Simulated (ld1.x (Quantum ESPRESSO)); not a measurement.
**Which change was made? (Br, TM)**

```
Element                 : Br (Z = 35)
Generator               : ld1.x (Quantum ESPRESSO) 7.5
Type                    : norm-conserving Troullier–Martins (Kleinman–Bylander form)
Functional              : LDA (PZ)
Relativity              : scalar-relativistic
Frozen core             : [Ar] 3d10
Valence charge          : 7
Reference configuration : 4s2 4p4.75 (charge +0.25)
Partial waves           : 4p (bound): rc 1.25 bohr; 4d channel at 0.2 Ry: rc 1.15 bohr; 4s (bound): rc 1.35 bohr
Local potential         : the s channel
Core correction         : none
```

Cutoffs, loose and tight: the cutoffs (Ry, on a coarse ladder) from which the occupation-weighted sum of valence levels, in a spherical-Bessel basis at the reference potential, stays within 10 and 1 mRy of its value at 400 Ry. They do not see the model core or the augmentation charge, which bear on the density cutoff. Test errors are all-electron minus pseudo excitation energies from the reference, over the configurations 4s2 4p5; 4s2 4p4; 4s2 4p3; 4s1 4p6; 4s1 4p5; 4s2 4p5.3; 4s2 4p2 (two spin-polarised tests are not counted in the largest error); variants that change the core or the reference have their own tests. The largest error is taken over the tests solved by every variant that gives reliable tests at all, those not shown here included: 4s1 4p5; 4s1 4p6; 4s2 4p2; 4s2 4p3; 4s2 4p4.

The base gives: outcome: generated; cutoff, loose: 80 Ry; cutoff, tight: 140 Ry; bound ghosts: p, d; largest test error (meV): +15.

After one change the result is: outcome: generated; cutoff, loose: 50 Ry; cutoff, tight: 90 Ry; bound ghosts: p, d; largest test error (meV): +26. Which change was it?
A. all radii scaled by about 0.80 (s 1.08, p 1.00, d 0.92 bohr)
B. all radii scaled by about 1.39 (s 1.86, p 1.74, d 1.60 bohr)
C. all radii scaled by about 1.14 (s 1.54, p 1.42, d 1.30 bohr)

C. The others give: all radii scaled by about 1.39 (s 1.86, p 1.74, d 1.60 bohr) → outcome: generated; cutoff, loose: 35 Ry; cutoff, tight: 60 Ry; bound ghosts: d; largest test error (meV): +1055 | all radii scaled by about 0.80 (s 1.08, p 1.00, d 0.92 bohr) → outcome: generated; cutoff, loose: over 300 Ry; cutoff, tight: over 300 Ry; bound ghosts: p; largest test error (meV): -189.
